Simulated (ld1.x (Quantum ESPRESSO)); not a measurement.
# germanium (Ge), TM: configuration errors across variants

Ge, norm-conserving Troullier–Martins (Kleinman–Bylander form), made with ld1.x (Quantum ESPRESSO) 7.5 (BP86, scalar-relativistic). Core [Ar], reference 3d10 4s2 4p1.75 (charge +0.25). Waves: 4s (bound): rc 1.65 bohr; 4p (bound): rc 2.00 bohr; 3d (bound): rc 1.25 bohr. Local part: all-electron potential smoothed inside 1.05 bohr (lloc = -1). Core correction: Bessel-smoothed model core inside 1.00 bohr.

All-electron excitation energies from the reference (eV): (1) 3d10 4s2 4p2 -1.217; (2) 3d10 4s2 4p1 6.373; (3) 3d10 4s2 4p0 21.975; (4) 3d10 4s1 4p2 15.111; (5) 3d10 4s1 4p3 6.778; (6) 3d10 4s2 4p1.5 1.655; (7) 3d10 4s2 4p2.3 -2.139.

3 further variants failed, have other tests or another functional or relativity, and are left out.

A true bound ghost makes a file unfit for plane-wave use even where its test errors are small: the radial tests pick states by their node count and pass the ghost by.

Errors AE − PS in meV (a dash: test not solved or not reliable):

```csv
change,(1),(2),(3),(4),(5),(6),(7),bound ghosts
base,+0.3,-0.1,-5.7,+2.0,-1.6,-0.1,+0.7,s
local potential the s channel,+0.2,-0.7,-3.7,-3.2,-2.4,-0.1,+0.4,none
wave 4s (bound): rc 1.65 bohr becomes 4s (bound): rc 1.86 bohr,+0.2,-0.2,-5.8,+1.3,-2.3,-0.1,+0.6,s
core correction Bessel-smoothed model core inside 0.54 bohr,+0.3,-0.1,-5.7,+1.9,-1.6,-0.1,+0.7,s
"all radii but the core radius scaled by about 1.41 (s 2.34, p 2.82, d 1.76 bohr); local potential all-electron potential smoothed inside 1.48 bohr (lloc = -1)",+0.4,+0.7,+2.8,+0.8,-6.4,+0.1,+0.8,none
```

(1) Give the same row for: wave 3d (bound): rc 1.25 bohr becomes 3d (bound): rc 1.18 bohr.

## Answers

(1) +0.3, -0.2, -5.8, +1.8, -1.6, -0.1, +0.7; bound ghosts: s.
